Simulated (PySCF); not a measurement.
The numbers are results of PySCF with PBE-D3(BJ)/def2-TZVP // CAM-B3LYP-D3(BJ)/def2-SVP, not measurements. All species are isolated molecules in the gas phase. One relaxed conformer stands for a flexible species; it need not be the lowest. Excitations are Tamm–Dancoff values on a coarser integration grid. The basis has no diffuse functions, so Rydberg states are missing or too high.

Reference species (SMILES): `[Br][Sn]([Br])([Br])[Br]` (neutral, multiplicity 1).

The S1 oscillator strength is 0.000 and the S1 excitation (TDA) is 3.37 eV. The LUMO is -4.38 eV.

Changed species: `C[O][Sn]([Br])([Br])[O]C` (C–O–Sn–Br torsion -174°, Br–Sn–O–C torsion 65°) (2 of 4 Br replaced by OCH3; the reference has 0 of 4 Br replaced by OCH3).

Task: Predict the effect on the S1 oscillator strength, S1 excitation (TDA) and LUMO.

Result: the S1 oscillator strength hardly moves; the S1 excitation (TDA) stays essentially unchanged; the LUMO rises by 0.86 eV, to -3.52 eV.
